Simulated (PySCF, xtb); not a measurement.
Bond stretch in H2Se, SMILES [SeH2], singlet. The Se1–H3 bond (Se1 also carries H; H3 carries nothing else) is pulled apart rigidly from the PBE0/def2-TZVP optimised geometry.

Levels of theory: RHF/cc-pVDZ (PySCF); GFN1-xTB (xtb); RCCSD(T) = CCSD(T) on RHF/cc-pVDZ, 9 core orbitals frozen run with PySCF.

Energies are in eV, each relative to the lowest point of its own curve near equilibrium.

```csv
R / Å,RHF,GFN1-xTB,RCCSD(T)
1.17,1.662,1.453,1.705
1.25,0.752,0.585,0.792
1.32,0.293,0.198,0.326
1.39,0.063,0.027,0.082
1.42,0.018,0.000,0.031
1.47,0.000,0.000,0.000
1.52,0.041,0.046,0.026
1.57,0.128,0.128,0.095
1.61,0.223,0.214,0.175
1.69,0.467,0.431,0.383
1.84,1.040,0.955,0.867
1.97,1.591,1.466,1.314
2.18,2.484,2.269,1.979
2.42,3.428,3.079,2.568
2.65,4.224,3.722,2.945
2.90,4.966,4.264,3.176
3.25,5.812,4.779,3.292
3.59,6.452,—,3.291
3.93,6.946,—,3.255
4.43,7.467,—,3.198
5.15,7.923,—,3.146
```

At the longest distance, 5.15 Å, RHF lies highest above its minimum (7.923 eV) and RCCSD(T) lowest (3.146 eV).

The RCCSD(T) curve passes through a maximum at 3.25 Å and then falls by 0.147 eV up to the last usable point.

A dash means that the run gave no value there, or that the column was ended at a point which the program doubted or which failed a test of continuity chosen for this set; such a test can also cut sound points.

The restricted form behind RHF keeps the bonding electrons paired and can't separate into open-shell fragments.
